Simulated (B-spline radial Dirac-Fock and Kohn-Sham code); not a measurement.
Method: multi-electron Dirac-Fock with separately optimised hole states, Breit and Lamb-shift corrections added in first order. Computed with a radial finite-basis atomic code. No correlation.

**Question.** Identify the element and charge state from the binding energies below (tabulated ground configuration; the least bound level is included).

| level | binding energy (eV) |
| --- | --- |
| 1s | 48150.5 |
| 2s | 10265.5 |
| 2p1/2 | 9876.1 |
| 3s | 3999.8 |
| 3p | 3763.1 |

**Answer.** Pm⁴⁵⁺: Z = 61 with 16 electrons, [Ne] 3s2 3p4. The hydrogen-like estimate √(E/Ry) = 59.5 for the K level lies 1.5 below Z (screening lowers it, relativity raises it); the outermost level, at 3763.1 eV, fixes the charge.
